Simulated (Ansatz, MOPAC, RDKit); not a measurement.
Species: trichloro(prop-2-enyl)germane, C$_{3}$H$_{5}$Cl$_{3}$Ge (charge 0, singlet). SMILES: C=C[CH2][Ge]([Cl])([Cl])[Cl]

Atoms: C1, C2, C3, Ge4, Cl5, Cl6, Cl7, H8, H9, H10, H11, H12. Bonds: C1-C2, C1-H8, C1-H9, C2-C3, C2-H10, C3-Ge4, C3-H11, C3-H12, Ge4-Cl5, Ge4-Cl6, Ge4-Cl7.

Bond lengths (Å) and angles (degrees) optimised at UFF with RDKit; PM6 with MOPAC; PM7 with MOPAC; B3LYP/6-31G* with LANL2DZ past Ar with Ansatz (a first-principles code), each started from the B3LYP-D3(BJ)/def2-TZVP structure (Ansatz) of the last column. A row stands for all coordinates that are equal there; 11 of 27 kinds are shown. 6-31G* holds six Cartesian d functions. No wavenumbers were computed at UFF, so these may be saddle points.

```tsv
coordinate	UFF	PM6	PM7	B3LYP/6-31G* with LANL2DZ past Ar	B3LYP-D3(BJ)/def2-TZVP
C1-C2	1.336	1.333	1.335	1.335	1.328
C1-H8	1.085	1.081	1.080	1.088	1.084
C1-H9	1.085	1.082	1.080	1.086	1.082
C2-C3	1.500	1.492	1.483	1.499	1.490
C2-H10	1.086	1.094	1.093	1.089	1.085
C3-Ge4	1.951	1.902	1.881	1.971	1.965
C3-H11	1.111	1.115	1.108	1.095	1.090
C3-H12	1.110	1.114	1.107	1.097	1.091
C1-C2-C3	121.8	123.6	122.9	124.3	124.3
C2-C3-Ge4	110.9	109.6	104.3	112.6	111.3
C3-Ge4-Cl5	109.6	112.1	112.7	111.0	111.0
```

Mean signed difference of all 11 bond lengths from B3LYP-D3(BJ)/def2-TZVP: UFF 0.007 Å, PM6 -0.007 Å, PM7 -0.015 Å, B3LYP/6-31G* with LANL2DZ past Ar 0.012 Å.
